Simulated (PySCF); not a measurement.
Mn²⁺ (manganese, charge +2): UHF calculation

Configuration: [Ar] 3d4 4s1, high-spin 6D determinant (an excited configuration). Calculation: PySCF 2.14, in aug-cc-pVTZ-DK (8s7p5d3f2g, 93 functions); the spin-free X2C one-electron Hamiltonian (Gaussian nucleus).

```
Total energy                                                  : -1156.349677 hartree
One-electron energy                                           : -1572.5525 hartree
Hartree (Coulomb) energy                                      : 467.0525 hartree
Exchange energy                                               : -50.8496 hartree
⟨S²⟩                                                          : 8.7513
⟨L²⟩                                                          : 6.015
Sum of ⟨r⟩                                                    : 15.90 bohr
Sum of ⟨r²⟩                                                   : 20.55 bohr²
Traceless quadrupole moment −½Σ⟨3z² − r²⟩ along its main axis : -0.300 e·bohr²
Langevin diamagnetic susceptibility                           : -16.3 ×10⁻⁶ cm³/mol
```

```csv
shell,electrons,mean orbital energy (eV),spread (eV),"rms radius, mean of both spins (bohr)"
1s α,1,-6624.2,0,0.0703
1s β,1,-6624.0,0,0.0703
2s α,1,-831.85,0,0.302
2s β,1,-828.41,0,0.302
2p α,3,-705.33,0.004,0.273
2p β,3,-702.02,0.963,0.273
3s α,1,-135.95,0,0.905
3s β,1,-125.90,0,0.905
3p α,3,-98.455,1.476,0.968
3p β,3,-86.694,2.218,0.968
3d α,4,-41.866,1.935,1.16
4s α,1,-25.213,0,2.70
```

Densities and radii are taken from the X2C orbitals without a picture-change correction, which distorts them close to the nucleus.

Spin-orbit constants ζ (cm⁻¹) from the X2C one-electron operator on these orbitals: bare nucleus, nucleus screened by l(l+1)(2l+1)/3 electrons, and screened by the Breit-Pauli mean field of the electrons.

| shell | bare | screened nucleus | mean field |
| --- | --- | --- | --- |
| 2p | 59380 | 54630 | 52480 |
| 3p | 7304 | 6720 | 6415 |
| 3d | 686.6 | 412.0 | 370.3 |

To first order the Landé constant is A = 74.05 cm⁻¹, so the lowest level has J = 1/2 and lies 0.0643 eV below the centre of the term. This holds in LS coupling only.
